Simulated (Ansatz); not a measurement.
Program: Ansatz. Geometries: PBE0-D4/def2-TZVP. ΔE: electronic, gas phase. CCSD(T)/CBS adds triple-zeta CCSD(T) − MP2 to the extrapolated MP2 energy (def2 sets, frozen cores). For Ge outer-core shells are correlated without core-valence functions, which leaves a few kJ/mol of doubt a bond. Scalar relativity is left out up to krypton. One conformer a species, not always the lowest.

Consider the formal exchange of groups at a Ge–Si bond: `O[SiH2][GeH2][SH]` + `NC(F)S` → `[SH][GeH2][SH]` + `NC(F)[SiH2]O`.

```json
{"level": "HF/def2-QZVPP", "ΔE (kJ/mol)": "-80.5"}
{"level": "SCS-MP2/def2-QZVPP", "ΔE (kJ/mol)": "-78.1"}
{"level": "HF/CBS(def2)", "ΔE (kJ/mol)": "-80.5"}
{"level": "CCSD/CBS(def2)", "ΔE (kJ/mol)": "-73.6"}
```

Task: What does CCSD(T)/CBS give? (An estimate is asked.)

Result: Computed: -72.8 kJ/mol. The listed levels differ from it by -7.7, -5.3, -7.7, -0.8 kJ/mol.

Largest T1 diagnostic among the species: 0.012.
